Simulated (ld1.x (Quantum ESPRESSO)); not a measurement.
**Configuration tests for bismuth (TM semilocal)**

ld1.x (Quantum ESPRESSO) 7.5 input, shortened:

```
&input
   title='Bi', zed=83., rel=1, dft='PBESOL', iswitch=3,
   config='[Xe] 4f14 5d10 6s2 6p3'
 /
 &inputp
   pseudotype=1, tm=.true., lloc=1,
   nlcc=.false.
 /
2
6S  1  0   2.00   0.00  1.95  1.95  0.0
6P  2  1   3.00   0.00  1.75  1.75  0.0
 &test
   configts(1)='6s2 6p3'
 /
```

Energies are relative to the spin-unpolarised reference configuration 6s2 6p3; without spin polarisation the order of configurations can differ from experiment.

(1) Give the all-electron excitation energy and the error of the potential for: 6s2 6p2; 6s2 6p1; 6s2 6p0; 6s0 6p5; 6s1 6p3; 6s2 6p2.5; 6s2 6p3.3.

## Answers

(1)

| valence configuration | charge | ΔE all-electron (eV) | error AE − PS (meV) |
| --- | --- | --- | --- |
| 6s2 6p2 | +1 | 7.949 | -4.3 |
| 6s2 6p1 | +2 | 23.239 | -20 |
| 6s2 6p0 | +3 | 46.596 | -19 |
| 6s0 6p5 | 0 | 20.574 | +274 |
| 6s1 6p3 | +1 | 18.805 | +52 |
| 6s2 6p2.5 | +0.5 | 3.113 | -1.3 |
| 6s2 6p3.3 | -0.3 | -1.100 | +0.7 |

ld1.x printed “convergence not achieved” for 6 of the counted tests; their residual had stalled under 1e-8, short of the target of 1e-14.
